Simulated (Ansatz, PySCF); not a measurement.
Species: CH5S2Si, net charge 0, doublet state. SMILES: [Si](C)(S)S
Geometry: optimised at B3LYP-D3(BJ)/def2-TZVP (Ansatz, an electronic-structure program).

Quantity: size of the dipole moment, in D. Terms: no dispersion term unless named; non-relativistic; no spin-orbit coupling; 6-311+G** with 5d, 6d on Na to Ar in Ansatz; LANL2DZ with its own core potentials from Na on; six Cartesian d functions in 6-31G* and its kin unless marked 5d; open shells spin-unrestricted. Ab initio and DFT rows: single points at B3LYP-D3(BJ) geometries (Ansatz).

```json
[
 {"level": "PBE/STO-3G", "program": "Ansatz", "size of the dipole moment (D)": "0.34"},
 {"level": "PBE/LANL2DZ", "program": "Ansatz", "size of the dipole moment (D)": "1.05"},
 {"level": "PBE/6-31G*", "program": "Ansatz", "size of the dipole moment (D)": "1.06"},
 {"level": "PBE/def2-SVP", "program": "Ansatz", "size of the dipole moment (D)": "0.87"},
 {"level": "PBE/6-311+G**", "program": "Ansatz", "size of the dipole moment (D)": "0.88"},
 {"level": "BLYP/6-31G*", "program": "Ansatz", "size of the dipole moment (D)": "1.02"},
 {"level": "BP86/6-31G* (5d)", "program": "PySCF", "size of the dipole moment (D)": "1.06"},
 {"level": "B3LYP/STO-3G", "program": "Ansatz", "size of the dipole moment (D)": "0.32"},
 {"level": "B3LYP/6-31G", "program": "Ansatz", "size of the dipole moment (D)": "1.07"},
 {"level": "B3LYP/6-31G*", "program": "Ansatz", "size of the dipole moment (D)": "0.98"},
 {"level": "B3LYP/6-31+G*", "program": "Ansatz", "size of the dipole moment (D)": "0.86"},
 {"level": "B3LYP/cc-pVDZ", "program": "Ansatz", "size of the dipole moment (D)": "0.85"},
 {"level": "M06-2X/6-311+G**", "program": "PySCF", "size of the dipole moment (D)": "0.80"}
]
```

No value to compare with is used here. The 13 habitual levels span 0.32 (B3LYP/STO-3G) to 1.07 D (B3LYP/6-31G).

The levels are drawn from those run, B3LYP/6-31G* more often than the rest, none by its result; left out are runs that failed, that the program found above a lower state of the same kind, or whose <S^2> lies over 0.5 above the pure value.
